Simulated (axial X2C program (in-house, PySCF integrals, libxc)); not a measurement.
# Photoelectron levels of CdS by EOM-IP-CCSD

Computed with an axial X2C code built on PySCF integrals: two-component X2C with atomic mean-field Coulomb and Gaunt terms, Gaussian nuclei, basis Cd dyall-cv3z, S dyall-av3z with contracted cores.

R = 2.244 Å (near the PBE0 minimum at charge 0 of the determinant lowest at the starting distance; the state shown can have its own minimum elsewhere).

Hartree–Fock spinors of CdS (one of each Kramers pair; a window near the gap, which can cut inner shells):

```
  ω  occupied  ε (eV)                    character
3/2       yes  -21.43                     99% Cd d
5/2       yes  -21.31                    100% Cd d
1/2       yes  -20.61   62% Cd d, 29% S s, 3% Cd p
1/2       yes   -9.78    59% S p, 34% Cd s, 4% S s
1/2       yes   -8.56    87% S p, 8% Cd p, 3% Cd d
3/2       yes   -8.50    88% S p, 8% Cd p, 3% Cd d
1/2        no   -1.50  43% Cd p, 30% Cd s, 20% S p
1/2        no    0.77     90% Cd p, 4% S p, 3% S d
3/2        no    0.80     90% Cd p, 4% S p, 3% S d
1/2        no    1.31    84% Cd p, 6% Cd s, 5% S p
1/2        no    2.45   62% Cd s, 18% S p, 10% S s
1/2        no    3.12    74% S p, 14% Cd s, 5% S d
```

Vertical ionisation energies of CdS to the states of CdS⁺:

| Ω of CdS⁺ | vertical IE (eV) | above lowest (cm⁻¹) | ionised spinor | one-hole weight |
| --- | --- | --- | --- | --- |
| 3/2 | 8.118 | 0 | 88% S pπ, 8% Cd pπ | 0.92 |
| 1/2 | 8.180 | 498 | 87% S pπ, 8% Cd pπ | 0.92 |
| 1/2 | 10.482 | 19069 | 58% S pσ, 33% Cd sσ | 0.94 |

**Question.** How far does the lowest EOM-IP-CCSD energy lie from the Koopmans value −ε of the highest filled spinor?

**Answer.** 8.118 eV against 8.50 eV, a shift of -0.38 eV: relaxation of the final state lowers the energy and the loss of correlation raises it.

**Question.** Take the first Ω = 1/2 and Ω = 3/2 rows of π character: how far apart are they, and which lies lower?

**Answer.** E(3/2) − E(1/2) = 0 − 498 = -498 cm⁻¹ at EOM-IP-CCSD: inverted, Ω = 3/2 lower. Splittings at this level can be off by ten to twenty per cent.

This point took 25 s on 1 thread of Intel(R) Xeon(R) Platinum 8488C (Sapphire Rapids) (shared host).

Reference electrons by ω block (each with its −ω partner): 1/2: 21, 3/2: 9, 5/2: 2. 18 electrons of CdS correlated (inner shells frozen), 84 natural virtual spinors (a truncated set); levels can be off by some tenths of an eV. Roots sought by Ω: (1/2: 4, 3/2: 3, 5/2: 1); the list ends where they run out and leaves out roots under 60 % one-particle weight. The solver can skip a root, and states that need a further excitation, which the method places far too high, are missing though they may lie low or lowest. T1 of the reference 0.021 (Lee–Taylor). Number of frozen shells: Cd 4 s, 3 p, 1 d; S 2 s, 1 p.
